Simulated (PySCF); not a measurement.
## Static response to an electric field

cis-Zr(PH3)2F4 (singlet state).
Geometry (PBE0-D3(BJ)/def2-SVP, Å), atoms numbered from 1 in this order:
```
atom  x, y, z in Å
Zr1   -0.974   -0.028   -0.811
P2    -1.072    0.004    2.184
H3     0.108    0.152    2.961
H4    -1.615   -1.101    2.889
H5    -1.829    1.024    2.817
F6    -0.968   -0.028   -2.723
P7     1.978   -0.009   -1.436
H8     2.548   -1.059   -2.202
H9     2.951    0.001   -0.400
H10    2.507    1.077   -2.180
F11   -2.857   -0.036   -0.486
F12   -0.378    1.736   -0.297
F13   -0.368   -1.785   -0.292
```

Level: CAM-B3LYP/def2-SVPD (PySCF), static field, nuclei fixed, core orbitals frozen in the response. The polarisability tensor in these axes (au):

```
x    98.25   0.07  -7.20
y     0.07  82.22   0.13
z    -7.20   0.13 100.78
```

Problem. What are the eigenvalues, a third of the trace, and Δα (Δα² = ½Σ(αi − αj)² over the three pairs)?

Solution. Principal values 82.22, 92.21 and 106.82 au; mean 93.75 au = 13.89 Å³ = 15.46 × 10⁻⁴⁰ C²·m²/J; Δα = 21.43 au (23 % of the mean).

Problem. What is the dipole moment, and where does it point?

Solution. (3.60, 0.07, 2.99) D, 4.68 D in size, pointing from the negative to the positive side. Measured along this direction, the outermost atoms are F11 and F6 at the negative end and H9 and H3 at the positive end.

Problem. Refractivity n − 1 of an ideal gas of it at 298.15 K and 1 atm, from the electronic α?

Solution. N = p/kT = 2.4615 × 10¹⁹ cm⁻³, so n − 1 = 2π × N × 13.89 × 10⁻²⁴ cm³ = 2149 × 10⁻⁶ at long wavelengths.

Problem. Rayleigh depolarisation ratio (linearly polarised light, static tensor)?

Solution. ρ = 3Δα²/(45ᾱ² + 4Δα²) = 1377.5/(395496 + 1836.7) = 0.00347.

Problem. Orientational against electronic polarisability at 400 K (dilute gas, rigid molecules)?

Solution. In Gaussian units μ²/3kT = 131.97 Å³ against 13.89 Å³, a ratio of 9.50; the Debye molar polarisation (4π/3)N_A(α + μ²/3kT) is 367.9 cm³/mol, leaving out the vibrational part.

Problem. Find the Langevin capture rate constant for O2+ (31.990 u) meeting this molecule (233.893 u), k = 2.342 × 10⁻⁹ cm³/s × √(α in Å³ / reduced mass in u).

Solution. The reduced mass is 28.14 u, so k = 1.65 × 10⁻⁹ cm³/s. The formula leaves out the permanent dipole, which adds to the capture rate.

Isolated species at its PBE0-D3(BJ)/def2-SVP geometry, gas phase. Atoms past krypton carry effective core potentials; spin–orbit coupling is left out.
